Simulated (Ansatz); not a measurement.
Input and output for Ge3Te7.

```yaml
crystal:
  periodic: [false, false, false]
  atoms:
    - {symbol: Ge, position_ang: [0.882377, -1.891502, -0.533539]}
    - {symbol: Ge, position_ang: [-0.054599, 2.623423, 0.645535]}
    - {symbol: Ge, position_ang: [-1.837373, -0.269971, -2.540788]}
    - {symbol: Te, position_ang: [1.228424, -2.871917, 2.036382]}
    - {symbol: Te, position_ang: [0.848160, 0.321695, -2.847040]}
    - {symbol: Te, position_ang: [-0.971592, 2.357496, -1.981238]}
    - {symbol: Te, position_ang: [-1.706741, -1.629835, -0.266241]}
    - {symbol: Te, position_ang: [1.799377, 0.672421, 0.078195]}
    - {symbol: Te, position_ang: [1.120795, -0.261196, 2.960443]}
    - {symbol: Te, position_ang: [-1.308818, 0.949365, 2.448290]}
basis:
  gaussian: {orbitals: def2-mTZVPP}
hamiltonian: {xc: {name: HF}}
scf: {omitted_lower_state_checks: [starts]}
```

```sh
$ ansatz run in.yaml --threads 4 --pin off --events-out ev --progress --plain --max-ram 9574MiB
```

Output, abridged:

```
Functional definition: HF
3926 factors; integrals over basis functions are off by at most 1.4e-4 eV
mean field evaluation 1: about -220280.4123 eV, gradient 2.3e1 eV
mean field evaluation 2: about -220280.9017 eV, gradient 2.4e1 eV
mean field evaluation 4: about -220283.8707 eV, gradient 4.3e0 eV
mean field evaluation 8: about -220284.1100 eV, gradient 1.2e0 eV
mean field -220284.13487731 eV, -8095.2926427915 hartree, gradient 5.4e-5 eV, S^2 0.000000; 0 other end points of the search recorded, 0 dependent functions left out
reference -220284.13487731 eV, -8095.2926427915 hartree; 132, 132 occupied and 228, 228 virtual orbitals, 3926 factors
Total energy: -220284.13487731 eV, -8095.2926427915 hartree
Checks for a lower state left out: starts
```

It took 82 s on 4 threads of Intel Xeon on a shared host, peak host memory 3 GiB.

In the def2 sets Te takes a core potential; there is no spin–orbit coupling.
